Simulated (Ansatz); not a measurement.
`C[SiH2]OB[SiH3]` + H₂ → `[SiH3]BO[SiH3]` + CH₄ at 600 K and 1 bar (hydrogenolysis of the Si–C bond).

Program: Ansatz. Geometries: PBE0-D4/def2-TZVP. ΔE: electronic, gas phase. CCSD(T)/CBS is the MP2 limit (def2-TZVPP, def2-QZVPP) plus CCSD(T) − MP2 in def2-TZVPP, frozen cores. This one scheme is used for every species. Each species was taken in one conformer, which may not be the lowest.

```json
{"species": "`C[SiH2]OB[SiH3]`", "CCSD(T)/CBS energy (Eh)": "-721.66573", "H − E (kJ/mol)": "332.1", "S (J/(mol·K))": "518.6"}
{"species": "H₂", "CCSD(T)/CBS energy (Eh)": "-1.17544", "H − E (kJ/mol)": "43.9", "S (J/(mol·K))": "150.8"}
{"species": "`[SiH3]BO[SiH3]`", "CCSD(T)/CBS energy (Eh)": "-682.38605", "H − E (kJ/mol)": "241.5", "S (J/(mol·K))": "458.6"}
{"species": "CH₄", "CCSD(T)/CBS energy (Eh)": "-40.46206", "H − E (kJ/mol)": "140.4", "S (J/(mol·K))": "215.7"}
```

H − E and S are ideal-gas, rigid-rotor, harmonic terms from PBE0-D4/def2-TZVP, for one conformer and one mirror image of each species. For small species the MP2-based limit differs from directly extrapolated CCSD(T) by up to some mEh (0.8 for H₂); such offsets cancel only in part. 1 Eh = 2625.50 kJ/mol, R = 8.31446 J/(mol·K).

By hand: ΔE, ΔH, ΔS and ΔG.

ΔE = (-682.38605) + (-40.46206) − (-721.66573) − (-1.17544) = -0.00694 Eh = -18.2 kJ/mol. Δ(H − E) = 241.5 + 140.4 − 332.1 − 43.9 = 5.9, so ΔH = -12.3 kJ/mol. ΔS = 458.6 + 215.7 − 518.6 − 150.8 = 4.9 J/(mol·K). ΔG = -12.3 − 600 × (4.9)/1000 = -15.2 kJ/mol.

By hand: the equilibrium constant, and the temperature at which ΔG would vanish if ΔH and ΔS stayed fixed.

log₁₀ K = −ΔG/(RT ln 10) = 1.3. ΔH and −TΔS have one sign here, so there is no such temperature.

The number of gas molecules stays the same, so ΔS is small and ΔH decides. A doubt of 5 kJ/mol in ΔE shifts log₁₀ K by 0.4 here. Other conformers and mirror images would add mixing entropy, several J/(mol·K) or more a flexible species. Modes under 60 cm⁻¹, often nearly free rotors, make the harmonic entropy too high. These are equilibria of isolated gas molecules and say nothing of rates. Largest T1 diagnostic: 0.014 (customary marks: 0.02 for closed shells, 0.045 for open ones).

ΔS is within the doubt of such terms, so its sign, and with it that verdict, could turn.
